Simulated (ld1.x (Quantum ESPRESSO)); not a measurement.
**rubidium (Rb): one change to a TM potential, before and after**

ld1.x (Quantum ESPRESSO) 7.5 input, shortened:

```
&input
   title='Rb', zed=37., rel=1, dft='PZ', iswitch=3,
   config='[Kr] 4d-2 4f-2 5s1 5p0'
 /
 &inputp
   pseudotype=2, tm=.true., lloc=2,
   nlcc=.false.
 /
4
4S  1  0   2.00   0.00  2.10  2.10  0.0
4P  2  1   6.00   0.00  1.65  1.65  0.0
4F  4  3  -2.00  -0.20  1.90  1.90  0.0
4D  3  2  -2.00   0.05  2.30  2.30  0.0
 &test
   configts(1)='4s2 4p6 5s1 5p0'
 /
```

Occupied shells without a wave of their own: 5s. They enter only through the test configuration that unscreens the potential.

All-electron outer shells of the reference configuration (LDA (PZ), scalar-relativistic, ld1.x):

```csv
shell,level (eV),outermost node (bohr),outermost maximum (bohr)
3d,-104.21,–,0.39
4s,-31.97,0.62,1.25
4p,-16.03,0.64,1.42
5s,-2.37,1.79,4.22
5p,-0.79,2.20,6.14
```

Change: wave 4d channel at 0.05 Ry: rc 2.30 bohr becomes 4d channel at 0.05 Ry: rc 2.60 bohr.

Cutoffs: the cutoffs (Ry, on a coarse ladder) from which the occupation-weighted sum of valence levels, in a spherical-Bessel basis at the reference potential, stays within 10 and 1 mRy of its value at 400 Ry; they do not see the model core or the augmentation charge, which bear on the density cutoff. Errors are all-electron minus pseudo energies relative to the spin-unpolarised reference configuration.

Q: Predict the effect on cutoff, ghosts and configuration errors.

A: The potential gets neither clearly harder nor softer (35 Ry and 70 Ry → 35 Ry and 70 Ry); of the 7 tests that both files solve, the error grows in 5 and shrinks in 1 by more than 15 % and 0.3 meV (median size 17.1 → 23.7 meV); neither file shows a bound ghost.

| quantity | base | changed |
| --- | --- | --- |
| cutoff, loose | 35 Ry | 35 Ry |
| cutoff, tight | 70 Ry | 70 Ry |
| bound ghosts | none | none |
| error for 4s2 4p6 5s0 5p0, meV [ΔE 4.28 eV] | -27 | -34 |
| error for 4s2 4p6 5s0.5 5p0, meV [ΔE 1.66 eV] | -10 | -13 |
| error for 4s2 4p6 5s0 5p1, meV [ΔE 1.62 eV] | -22 | -27 |
| error for 4s2 4p5 5s1 5p0, meV [ΔE 21.24 eV] | +17 | +24 |
| error for 4s1 4p6 5s1 5p0, meV [ΔE 37.84 eV] | -46 | -35 |
| error for 4s2 4p6 5s1 5p0 (spin-polarised), meV [ΔE -0.13 eV] | +0.4 | +0.3 |
| error for 4s2 4p6 5s0.5 5p0 (spin-polarised), meV [ΔE 1.62 eV] | -10 | -13 |
